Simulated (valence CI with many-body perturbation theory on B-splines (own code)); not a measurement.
**La36+ in brief**

Method: relativistic CI+MBPT: three valence electrons over a frozen Dirac-Fock core [Ar], a basis of 9 s, 9 p, 10 d, 8 f, 5 g, 3 h, 1 i functions for each j, with the one-electron correlation potential Σ1, the two-electron term Σ2, the three-electron term Σ3, Breit, model QED; selected CI, second order for the rest (own B-spline code, finite nucleus).

The last digits are not significant, and no measured levels were compared; by estimate large intervals hold to a few tenths of a per cent, small ones and those within an open d or f shell to about a per cent. Only levels of the ground parity were solved; by the run's estimate the other parity begins above the list, which can be wrong where configurations are misplaced.

Levels are named by their leading jj configuration (3d3/2^4 stands for four electrons in 3d with j = 3/2), which in mixed levels can hold well under half, so a name can repeat and another be missing.

Rates and lifetimes use the calculated energies. Strong lines usually hold to 10 to 20 %, long lifetimes can be off by a factor of two.

Problem. What is the ground level?

Solution. (3d3/2^3) J=3/2, composition 60 % 3d³ ⁴F + 30 % 3d³ ²D + 7 % 3d³ ²P, g = 0.619.

Problem. What is the ionisation energy?

Solution. 2473.9 eV; NIST lists 2473 ± 5 eV (theoretical).

Problem. Name the longest-lived excited levels whose lifetime is computed, and their main decay.

Solution. (3d3/2^2 3d5/2) J=9/2 at 185320 cm⁻¹ lives 67.6 ms, mostly by M1 to (3d3/2^2 3d5/2) J=7/2.

Problem. How well does LS coupling describe the low levels?

Solution. Among the lowest 19 levels the leading LS term, summed over configurations, holds 63 % on average. For single configurations the figures are 63 % in LS and 87 % in jj coupling. Terms mix most in the J = 3/2 level at 168140 cm⁻¹, where the leading one holds 41 %.
